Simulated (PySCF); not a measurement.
Computed shifts of a molecule C₃H₇NOSi, PBE/pcSseg-1 (PySCF), GIAO, gas phase, atoms alike by connectivity averaged where their shifts nearly agree, in ppm (number of nuclei): ¹⁵N: 309.2 (1). ¹³C: 119.5 (1), 71.0 (1), 25.4 (1). ²⁹Si: -28.1 (1). ¹H: 5.32 (3), 4.14 (2), 2.75 (2). References: ¹⁵N against NH3 (σ = 267.0 ppm); ¹³C against TMS (σ = 182.0 ppm); ¹⁷O against H2O (σ = 334.3 ppm); ²⁹Si against TMS (σ = 335.4 ppm); ¹H against TMS (σ = 31.49 ppm), references at their B3LYP-D3(BJ)/def2-TZVP geometries, non-relativistic. Geometry: r2SCAN-D4/def2-SVP. The values are those of a single conformer.

Problem. Identify the compound among the candidates.
A. N#CCCO[SiH3]
B. C[SiH2]C1=NCO1
C. C[Si]1(C)N=CO1
D. C[C@@H]1N=C[Si@@H]1O

Solution. A, N#CCCO[SiH3]
